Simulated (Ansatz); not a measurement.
Input file:

```yaml
crystal:
  periodic: [false, false, false]
  atoms:
    - { symbol: Ge, position_ang: [0.05018, -0.54246, 0.040529] }
    - { symbol: H, position_ang: [-0.693834, -0.834993, 1.715809] }
    - { symbol: F, position_ang: [1.306282, -0.576395, -1.195373] }
    - { symbol: F, position_ang: [-0.152566, 1.170362, 0.18498] }
    - { symbol: Ge, position_ang: [-1.612105, -1.850439, -1.147666] }
    - { symbol: H, position_ang: [-2.892879, -1.945177, -0.306365] }
    - { symbol: H, position_ang: [-1.882672, -1.183109, -2.502794] }
    - { symbol: H, position_ang: [-1.017864, -3.251928, -1.363674] }
    - { symbol: O, position_ang: [1.343671, -1.100018, 1.362789] }
    - { symbol: H, position_ang: [2.069571, -1.726038, 1.217388] }
    - { symbol: H, position_ang: [0.317216, -1.164203, 1.921479] }
basis:
  gaussian: { orbitals: def2-SVP }
hamiltonian:
  xc: pbe0
md:
  timestep: 0.5
  n_steps: 200
  ensemble: nve
  temperature: 100.0
  initial_velocities: maxwell_boltzmann
  seed: 2954
```

Launched with:

```bash
$ ansatz run input.yaml --threads 4 --pin off --max-ram 5120MiB --backend cpu --events-out ev --progress --plain --runs-dir out
```

Hardware: 4 threads of Arm Neoverse V2, with other jobs on the host.

Problem. Roughly how long does this run take, and how much memory?

Solution. 8.7 min, with a peak of 0.4 GiB, for 201 ionic steps.
